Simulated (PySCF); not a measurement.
C5H6NO2 (charge -1).
Numbering: `[O:1]=[C:2]([O-:3])[C@@H:4]1[CH:5]=[N:6][CH2:7][CH2:8]1`

NICS is the negative of the GIAO shielding at a point without a nucleus: at the ring centre (0) and 1 Å above and below it (1); zz is the component along the ring normal. Level: GIAO PBE0/pcSseg-1 (PySCF, non-relativistic, gas phase) on the GFN2-xTB geometry, one conformer.

Ring bond lengths (Å), with Mayer bond orders in brackets: C4–C5 1.463 (1.03), C5–N6 1.275 (1.89), N6–C7 1.452 (1.01), C7–C8 1.547 (1.02), C8–C4 1.527 (0.99).

**Question.** What do the NICS probes read (ppm)?

**Answer.** 
| ring | type | NICS(0) | NICS(1), two faces | NICS(1)zz, two faces | rms pucker (Å) | centre to ring atoms, mean (Å) |
| --- | --- | --- | --- | --- | --- | --- |
| C4–C5–N6–C7–C8 | 5-membered ring with N; formal bonds 1 double, 4 single | -1.9 | -3.5 / -3.5 | -5.4 / -4.8 | 0.04 | 1.23 |

**Question.** What do they say, and how far can they be read as aromaticity?

**Answer.** 
- C4–C5–N6–C7–C8: mean NICS(1)zz -5.1 ppm, shielded. C4, C7, C8 have four or more neighbours; no verdict on aromaticity is drawn.

**Question.** At the second NICS(1) probe listed for ring C4–C5–N6–C7–C8, 1 Å off the ring, how large is the induced field along the normal in 14.1 T applied along it?

**Answer.** NICSzz × B0 = -4.8 ppm × 14.1 T = -68 μT, against the applied field.

**Question.** How shielded are the nuclei of the rings and their hydrogens (means over atoms taken as equivalent)?

**Answer.** 
```json
{"atoms": "C4", "environment": "sp3 carbon next to a carbonyl", "σ isotropic (ppm)": "118.7"}
{"atoms": "C5", "environment": "imine carbon", "σ isotropic (ppm)": "5.7"}
{"atoms": "N6", "environment": "imine nitrogen", "σ isotropic (ppm)": "-74.5"}
{"atoms": "C7", "environment": "sp3 carbon bound to nitrogen", "σ isotropic (ppm)": "121.6"}
{"atoms": "C8", "environment": "ring CH2 carbon", "σ isotropic (ppm)": "157.3"}
{"atoms": "H on C4", "environment": "methine hydrogen", "σ isotropic (ppm)": "28.44"}
{"atoms": "H on C5", "environment": "hydrogen on a C=N carbon", "σ isotropic (ppm)": "24.31"}
{"atoms": "H on C7", "environment": "methylene hydrogen", "σ isotropic (ppm)": "28.01"}
{"atoms": "H on C7", "environment": "methylene hydrogen", "σ isotropic (ppm)": "27.85"}
{"atoms": "H on C8", "environment": "methylene hydrogen", "σ isotropic (ppm)": "30.32"}
{"atoms": "H on C8", "environment": "methylene hydrogen", "σ isotropic (ppm)": "28.58"}
```
